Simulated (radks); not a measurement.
The numbers below are computed, except where a source is named.
Task: All-electron atom: Os LXIX in [He] 2s2 2p4. Code: a radial shooting solver on a logarithmic mesh with Libxc functionals. Model: Dirac Kohn-Sham, exchange-only PBE, spin-unpolarised, spherical densities, finite nucleus; open shells fill j = l - 1/2 first; Fermi nuclear charge, rms radius 5.4126 fm.

Spin-orbit splittings of the eigenvalues, e(l+1/2) - e(l-1/2), with zeta = 2 splitting/(2l+1) and mean radii in bohr:

shell  occ.  splitting (eV)  zeta (eV)  <r> j=l-1/2  <r> j=l+1/2
2p        4            1629       1086      0.05956      0.06725
3p        0               ?          ?       0.1604       0.1715

Estimate the 3p splitting.

Result: 460.3 eV (zeta = 306.9 eV).
